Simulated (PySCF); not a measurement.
Compound: C₅H₅ClO₂ (charge +1 and doublet state).
SMILES with atom numbers: `[CH3:1][C+:2]1[CH:3][O:4][C:5]([OH:6])=[C:7]1[Cl:8]` (hydrogens: H9, H10, H11 on C1; H12 on C3; H13 on O6)

Structure used (GFN2-xTB), in Å, numbered top down from 1:
```
atom  x, y, z in Å
C1    -2.044    0.125    0.237
C2    -0.599   -0.116    0.047
C3     0.045   -1.308   -0.186
O4     1.396   -1.137   -0.309
C5     1.651    0.154   -0.159
O6     2.837    0.637   -0.219
C7     0.428    0.863    0.070
Cl8    0.299    2.515    0.309
H9    -2.223    0.583    1.208
H10   -2.602   -0.803    0.172
H11   -2.412    0.817   -0.519
H12   -0.325   -2.313   -0.285
H13    3.545   -0.016   -0.384
```

The hyperfine couplings belong to this conformer and change with its torsions.

Method used: UKS B3LYP, pcH-1 on C Cl H O, non-relativistic, mean-field spin-orbit, GIAO in PySCF 2.14.0. Geometry: GFN2-xTB, one conformer, isolated ion. Couplings are sensitive to structure, and on GFN2-xTB geometries they can be far from those on DFT ones, by a factor of two or more for some ions and for spin on atoms past the first row. Stability of the SCF solution: not tested.

Give the principal g shifts and their parts.

| Δg (ppt) | 1 | 2 | 3 |
| --- | --- | --- | --- |
| relativistic mass correction | -0.20 | -0.20 | -0.20 |
| gauge correction | 0.00 | 0.05 | 0.04 |
| orbital Zeeman/spin–orbit | -0.21 | 4.00 | 7.45 |
| total | -0.42 | 3.85 | 7.29 |

So g = 2.00190, 2.00617, 2.00961 and g_iso = 2.00589; the tensor is rhombic: the two nearest values differ by 45 % of g3 − g1. Axes: g2 points within 1° of the C5–O6 bond and g3 points within 6° of the C2–C3 bond.

What are the electron Larmor frequencies g μB B/h along the three axes at 3350 mT?

93.8641, 94.0641, 94.2255 GHz for g1, g2 and g3, a range of 361.4 MHz.

Average each term over the three axes. Which is largest in size?

The orbital-Zeeman/spin–orbit term 3.75, the mass correction -0.20 and the gauge correction 0.03 ppt, for a total of 3.58 ppt. The orbital-Zeeman/spin–orbit term is the largest in size. The mass correction is the same along every axis, so the anisotropy comes from the other two: their spans along these axes are 0.05 (gauge) and 7.66 ppt (orbital Zeeman/spin–orbit).

In a frozen sample, at which fields do the three g values resonate at 9.5, 34, 94 and 263 GHz (hyperfine left aside), and which band first spreads them over more than twice a line width of 1.0 mT?

```tsv
band	GHz	B(g3) mT	B(g2) mT	B(g1) mT	spread mT
X	9.5	337.75	338.33	339.05	1.30
Q	34.0	1208.80	1210.88	1213.46	4.65
W	94.0	3341.98	3347.72	3354.85	12.87
J	263.0	9350.45	9366.48	9386.44	36.00
```

The spread grows in proportion to the frequency. Q band is the first where it exceeds 2.0 mT.

The Mulliken spin populations are largest on C3 (+0.47), C5 (+0.26), C7 (+0.23) and O6 (+0.13). Three atoms exceed +0.15.

The HOMO–LUMO gaps are 6.03 eV among the α and 2.97 eV among the β orbitals.

Hardware: Arm Neoverse V1, one thread, no GPU, shared host with 32 logical CPUs at a one-minute load of 47. Cost: 90 s of wall time (with the writing of density and orbital grids), 1.0 GiB resident at most.
